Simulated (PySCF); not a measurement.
Computed structure and properties of [Hg(NH3)3]2+

System: [Hg(NH3)3]2+ (singlet); start: template (C3h). Method: PySCF 2.14.0, RKS TPSS, Hg def2-SVP with ECP60, N def2-SVP, H def2-SVP; non-relativistic Hamiltonian with scalar-relativistic core potentials where named; density fitting; no spin-orbit coupling.

Input of the relaxation:

```python
mol = gto.M(atom='''
Hg     0.00000    -0.00000     0.00000
N      2.12002    -0.00000     0.00000
H      2.51795    -0.46958     0.81330
H      2.51795    -0.46958    -0.81330
H      2.51795     0.93919     0.00000
N     -1.06001     1.83599     0.00000
H     -0.85231     2.41540     0.81330
H     -0.85231     2.41540    -0.81330
H     -2.07234     1.71102     0.00000
N     -1.06001    -1.83599     0.00000
H     -1.66564    -1.94582     0.81330
H     -1.66564    -1.94582    -0.81330
H     -0.44562    -2.65021     0.00000''',
    basis={'Hg': 'def2-SVP', 'N': 'def2-SVP', 'H': 'def2-SVP'},
    ecp={'Hg': 'def2-SVP'},
    charge=2, spin=0)
mf = dft.RKS(mol, xc='TPSS')
mf.grids.atom_grid = (50, 194)
mf = mf.density_fit()  # fitting sets: Hg def2-universal-JKFIT, N def2-universal-JKFIT, H def2-universal-JKFIT
mf.conv_tol = 1e-08; mf.max_cycle = 55
mf.kernel(dm0)  # dm0: converged density of the start geometry
# quasi-Newton relaxation in Cartesian coordinates to a largest gradient under 0.00045 Eh/bohr, steps kept in the point group
```

Run from Python with OMP_NUM_THREADS=2; the lines above give its settings. Where DIIS fails, smearing, a level shift and second-order steps follow.
It took 40 s on 2 threads of Arm Neoverse V1 (shared host), from the converged density of the start.

Course of the relaxation:

```tsv
step	energy above end (eV)	largest force component within the symmetry (eV/Å)
0	0.4355	1.069
1	0.1305	0.562
2	0.0218	0.129
3	0.0014	0.027
4	0.0000	0.010
5	0.0000	0.005
```

Relaxed geometry (C3h):

```xyz
13

Hg    0.0000    0.0000    0.0000
N     2.2834    0.0023    0.0000
H     2.6700   -0.4778    0.8293
H     2.6700   -0.4778   -0.8293
H     2.6776    0.9567    0.0000
N    -1.1437    1.9764    0.0000
H    -0.9212    2.5512    0.8293
H    -0.9212    2.5512   -0.8293
H    -2.1673    1.8405    0.0000
N    -1.1397   -1.9787    0.0000
H    -1.7488   -2.0733    0.8293
H    -1.7488   -2.0733   -0.8293
H    -0.5103   -2.7973    0.0000
```

```csv
contact,Å
Hg1–N2 (NH3),2.283
Hg1–N6 (NH3),2.283
Hg1–N10 (NH3),2.283
```

On the finer grid (75, 302):

| Property | Result |
| --- | --- |
| HOMO | -17.29 eV |
| LUMO | -12.36 eV |
| Dipole about the centre of mass | 0.00 D |
| Set of Mulliken populations of Hg1 outside the core potential | s 2.88, p 6.39, d 9.97, f 0.00 |
| D3(BJ) dispersion energy (not in the energies) | -0.288 eV |

| atom | Mulliken (e) | Löwdin (e) | spin (e) |
| --- | --- | --- | --- |
| Hg1 | 0.75 | 0.57 | 0.00 |
| N2 | -0.24 | 0.07 | 0.00 |
| H3 | 0.22 | 0.14 | 0.00 |
| H4 | 0.22 | 0.14 | 0.00 |
| H5 | 0.22 | 0.14 | 0.00 |
| N6 | -0.24 | 0.07 | 0.00 |
| H7 | 0.22 | 0.14 | 0.00 |
| H8 | 0.22 | 0.14 | 0.00 |
| H9 | 0.22 | 0.14 | 0.00 |
| N10 | -0.24 | 0.07 | 0.00 |
| H11 | 0.22 | 0.14 | 0.00 |
| H12 | 0.22 | 0.14 | 0.00 |
| H13 | 0.22 | 0.14 | 0.00 |

No frequency check is given for this geometry.

Taking off one NH3 (charge 0, singlet; the rest: singlet) in vacuum, both parts rigid, costs 3.01 eV; the small basis without counterpoise inflates it. Parting with an electron moved from the ligand to the metal can be far cheaper, even downhill.

Rigid scan of NH3 along the line from its metal:

```tsv
distance to N2 (Å)	energy (eV)
1.98	0.517
2.08	0.194
2.18	0.041
2.28	0.000
2.38	0.031
2.48	0.108
2.68	0.332
```

One start shape was tried, so this needn't be the lowest isomer.
